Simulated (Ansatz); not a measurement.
Molecule: C6H12Cl, charge 0, multiplicity 2. It need not be the lowest isomer of its formula. 
Structure (B3LYP-D3(BJ)/def2-TZVP (Ansatz, a quantum-chemistry and plane-wave program) minimum search):
```
C
H 1 1.0922
H 1 1.0959 2 106.37
C 1 1.5243 2 109.40 3 117.89
H 4 1.0936 1 110.35 2 63.57
H 4 1.0962 5 106.57 1 -118.52
C 4 1.5180 5 108.76 6 -114.43
H 7 1.0880 4 111.66 5 -171.41
C 7 1.4568 8 112.28 4 131.21
H 9 1.0803 7 120.50 8 31.26
H 9 1.0817 10 118.47 7 -167.91
C 1 1.5267 2 109.56 3 -118.05
H 12 1.0948 1 109.09 2 -63.87
H 12 1.0951 13 106.14 1 117.83
C 12 1.5257 13 109.54 14 118.20
H 15 1.0914 12 111.47 13 -58.03
H 15 1.0924 16 107.80 12 -122.08
H 15 1.0927 16 107.76 17 -115.82
Cl 7 1.9005 8 101.31 9 113.20
```
Charge 0, spin multiplicity 2.

Wanted: atomisation energy (electronic, to ground-state atoms), in kcal/mol. Correlated levels leave the core frozen unless marked. Open shells are spin-unrestricted. Spin-orbit coupling is left out. Non-relativistic. The coupled-cluster limit lacks core correlation, which all-electron functionals hold. Basis-set limits of correlation are two-point, X^-3; Hartree-Fock from the larger set. The bracket is a focal-point correction in the basis named.

| level | program | atomisation energy (kcal/mol) |
|---|---|---|
| SVWN5/def2-TZVPD | Ansatz | 2005.1 |
| PBE/def2-TZVPD | Ansatz | 1790.6 |
| PBE-D4/def2-TZVPD | Ansatz + dftd4 | 1800.2 |
| BLYP-D3(BJ)/def2-TZVPD | Ansatz + dftd3 | 1753.8 |
| revPBE-D3(BJ)/def2-TZVPD | Ansatz + dftd3 | 1757.8 |
| PBE0/6-31G* | Ansatz | 1778.7 |
| PBE0-D4/def2-TZVPD | Ansatz + dftd4 | 1780.1 |
| r2SCAN0-D4/def2-TZVPD | Ansatz + dftd4 | 1756.3 |
| CAM-B3LYP/def2-TZVPD | Ansatz | 1761.5 |
| LC-wPBE/def2-TZVPD | Ansatz | 1761.6 |
| PBE-QIDH/def2-TZVPD | Ansatz | 1758.8 |
| MP2/cc-pV(D+d)Z | Ansatz | 1661.0 |
| CCSD/STO-3G | Ansatz | 1839.1 |
| CCSD(T)/6-31G | Ansatz | 1537.3 |
| RI-MP2/CBS(cc-pV(T+d)Z,cc-pV(Q+d)Z)+[CCSD(T)-MP2]/cc-pV(T+d)Z | Ansatz | 1762.8 |
